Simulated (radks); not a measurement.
Results of a calculation; reference values are marked as such.
Question: Orbital eigenvalues (eV) of neutral nickel, [Ar] 3d8 4s2, of relativity; Dirac values are averaged over j with weights 2j + 1. Spin-unpolarised spherical Kohn-Sham, PBEsol, point nucleus unless stated (finite: rms radius 3.7757 fm), a radial shooting solver on a logarithmic mesh with Libxc functionals. A level marked "c x" has the speed of light scaled by that factor and shares open shells by 2j + 1; other Dirac levels either fill j = l - 1/2 first or share by 2j + 1.

| shell | non-rel. |
|---|---|
| 1s | -8114.5 |
| 2s | -961.87 |
| 2p | -839.98 |
| 3s | -107.77 |
| 3p | -70.579 |
| 3d | -9.2441 |
| 4s | -5.5419 |
| 4p (empty) | -1.2295 |

Give the values at the level "Dirac, 2j+1 shares, finite nucleus".

Answer: 
shell       Dirac, 2j+1 shares, finite nucleus  change of magnitude (%)
1s                                     -8202.3                    +1.08
2s                                     -980.54                    +1.94
2p                                     -843.94                    +0.47
3s                                     -110.75                    +2.76
3p                                     -71.248                    +0.95
3d                                     -8.9010                    -3.71
4s                                     -5.6621                    +2.17
4p (empty)                             -1.1928                    -2.98
